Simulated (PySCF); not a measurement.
Cost of one run: shielding job, `CC1=C([O-])SC(F)=C1`.

Method: GIAO PBE0/6-31++G** NMR shielding, non-relativistic, IEF-PCM tetrahydrofuran (PySCF 2.14.0, density-fitted response routines). Geometry: GFN2-xTB. Work: shieldings, ring-centre shieldings, charges and field gradients, density fitting. The command runs a driver script over a list of jobs; the input below is this job's line of settings and its coordinates in Å.

Command:
```bash
OMP_NUM_THREADS=1 python probes_run.py task.json out
```

Input:
```
{"job": {"kind": "nmr", "xc": "PBE0", "basis": "6-31++G**", "solvent": "tetrahydrofuran", "pop": true, "scf": {"guess": "sap"}}, "charge": -1, "multiplicity": 1}
C     -1.684913    -0.427010     0.040909
C     -0.268605     0.072119     0.040108
C      0.843012    -0.756814    -0.244047
C      2.024688    -0.108540    -0.196866
F      3.250142    -0.670190    -0.434042
S      1.887142     1.577705     0.203580
C      0.017007     1.393124     0.318046
O     -0.670824     2.370695     0.597988
H     -2.348206     0.398700     0.289749
H     -1.828881    -1.224343     0.776909
H     -1.972231    -0.820204    -0.939542
H      0.752868    -1.805928    -0.478820
```

Hardware: one thread, x86-64 server, shared host.

**Question.** How large is the basis?

**Answer.** 172 functions for 68 electrons, with 788 fitting functions; the fitted three-index integrals, 788 × 172 × 173/2 numbers of 8 bytes, come to 89 MiB.

**Question.** Estimate the wall time.

**Answer.** About 19 s. The SCF took 18 cycles.

The SCF part of the output:
```
final grid: 112088 points
cycle   1  E = -737.2947146899  dE =  2.302e+01  |g| = 6.139e+00  |ddm| = 8.510e+03
cycle   2  E = -674.7072574100  dE =  6.259e+01  |g| = 1.426e+01  |ddm| = 8.379e+03
cycle   3  E = -748.6158237516  dE = -7.391e+01  |g| = 7.582e+00  |ddm| = 2.113e+02
cycle   4  E = -753.3783606388  dE = -4.763e+00  |g| = 6.028e+00  |ddm| = 2.264e+01
cycle   5  E = -757.1722892871  dE = -3.794e+00  |g| = 5.181e+00  |ddm| = 1.531e+01
cycle   6  E = -763.9059270911  dE = -6.734e+00  |g| = 2.476e+00  |ddm| = 1.330e+01
cycle   7  E = -764.2575152252  dE = -3.516e-01  |g| = 2.542e+00  |ddm| = 1.045e+01
cycle   8  E = -765.4376518758  dE = -1.180e+00  |g| = 1.049e+00  |ddm| = 6.365e+00
cycle   9  E = -765.6794426964  dE = -2.418e-01  |g| = 5.391e-01  |ddm| = 2.975e+00
cycle  10  E = -765.7456670533  dE = -6.622e-02  |g| = 2.219e-01  |ddm| = 3.398e+00
cycle  11  E = -765.7567370976  dE = -1.107e-02  |g| = 6.278e-02  |ddm| = 9.872e-01
cycle  12  E = -765.7575795043  dE = -8.424e-04  |g| = 1.392e-02  |ddm| = 2.299e-01
cycle  13  E = -765.7576187233  dE = -3.922e-05  |g| = 5.759e-03  |ddm| = 4.750e-02
cycle  14  E = -765.7576272938  dE = -8.570e-06  |g| = 1.038e-03  |ddm| = 1.632e-02
cycle  15  E = -765.7576275227  dE = -2.289e-07  |g| = 4.355e-04  |ddm| = 5.298e-03
cycle  16  E = -765.7576275599  dE = -3.713e-08  |g| = 1.447e-04  |ddm| = 1.514e-03
cycle  17  E = -765.7576275640  dE = -4.183e-09  |g| = 5.393e-05  |ddm| = 6.407e-04
cycle  18  E = -765.7576275648  dE = -7.392e-10  |g| = 1.100e-05  |ddm| = 1.889e-04
converged SCF energy = -765.7576275648
```

The host was shared with other jobs, so the times are rough.
